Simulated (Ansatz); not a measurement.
Wavefunction ladder for CH6ClFOSSi2 (`CO[SiH](F)S[SiH2]Cl`)

| atom | x (Å) | y (Å) | z (Å) |
| --- | --- | --- | --- |
| C1 | -0.7399 | -1.4844 | 1.1519 |
| O2 | -0.0915 | -0.9821 | -0.0001 |
| Si3 | 1.4168 | -0.3999 | -0.0851 |
| F4 | 2.4494 | -1.5101 | -0.5637 |
| S5 | 1.4595 | 1.1146 | -1.5686 |
| Si6 | -0.5289 | 1.8251 | -1.3146 |
| Cl7 | -0.9236 | 2.3420 | 0.6387 |
| H8 | -0.7889 | -2.5742 | 1.0998 |
| H9 | -1.7527 | -1.0804 | 1.1826 |
| H10 | -0.2197 | -1.1932 | 2.0698 |
| H11 | 1.8719 | 0.0569 | 1.2429 |
| H12 | -0.6097 | 3.0529 | -2.1349 |
| H13 | -1.5426 | 0.8329 | -1.7187 |

The species carries charge 0 and has multiplicity 1. Geometry: relaxed with PBE0-D4/def2-TZVP. It is one conformer, not always the lowest. Frozen core, restricted reference, Ansatz. CBS rows extrapolate triple and quadruple zeta; past MP2 they add the triple-zeta difference.

| basis | HF (Eh) | MP2 corr. | CCSD corr. | (T) | CCSD(T) total |
| --- | --- | --- | --- | --- | --- |
| def2-TZVPP | -1650.93045 | -1.25920 | -1.32309 | -0.05155 | -1652.30509 |
| def2-QZVPP | -1650.98328 | -1.36955 | – | – | – |
| CBS(def2) | -1650.99055 | -1.45130 | -1.51519 | as TZ | -1652.55729 |
